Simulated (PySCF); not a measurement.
C₂H₃F₃Si, SMILES C=C[Si](F)(F)F. Atoms are numbered in the order given.

```xyz
9

C      0.0448    -2.4163     0.0000
C     -0.7407    -1.3268     0.0000
Si    -0.0298     0.3635     0.0000
F     -0.4750     1.2224    -1.2863
F     -0.4750     1.2224     1.2863
F      1.5785     0.2874     0.0000
H      1.1367    -2.3384     0.0000
H     -0.3708    -3.4294     0.0000
H     -1.8303    -1.4528     0.0000
```
Charge 0, spin multiplicity 1.

Coordinates come from a TPSSh-D3(BJ)/def2-SVP optimisation. One conformer was computed; it need not be the lowest.

These are TDDFT-PBE/def2-SVPD (PySCF) values and carry that method's errors.

Vertical excitations. Isolated molecule, no solvent. State labels are in the subgroup Cs.

Computed excitation energies, oscillator strengths and character:
```tsv
state	symmetry	energy (eV)	λ (nm)	f	main pairs
S1	A"	6.56	189	0.002	HOMO−1→LUMO 99 %
S2	A'	7.25	171	0.323	HOMO→LUMO 91 %
S3	A"	7.41	167	0.028	HOMO→LUMO+1 100 %
S4	A'	7.59	163	0.007	HOMO−2→LUMO 99 %
S5	A"	7.93	156	0.003	HOMO−3→LUMO 73 %, HOMO→LUMO+2 26 %
S6	A"	7.94	156	0.005	HOMO→LUMO+2 74 %, HOMO−3→LUMO 26 %
S7	A'	8.09	153	0.014	HOMO−4→LUMO 90 %
S8	A"	8.23	151	0.001	HOMO−5→LUMO 96 %
S9	A'	8.35	148	0.026	HOMO−1→LUMO+1 94 %
S10	A"	8.57	145	0.004	HOMO→LUMO+3 97 %
T1	A'	4.31	287	0	HOMO→LUMO 99 %
T2	A"	5.95	208	0	HOMO−1→LUMO 100 %
T3	A"	7.27	170	0	HOMO→LUMO+1 99 %
T4	A'	7.53	165	0	HOMO−2→LUMO 100 %
```
Triplets are in the Tamm–Dancoff approximation, which puts them higher than full response would, so one can lie above its singlet here.
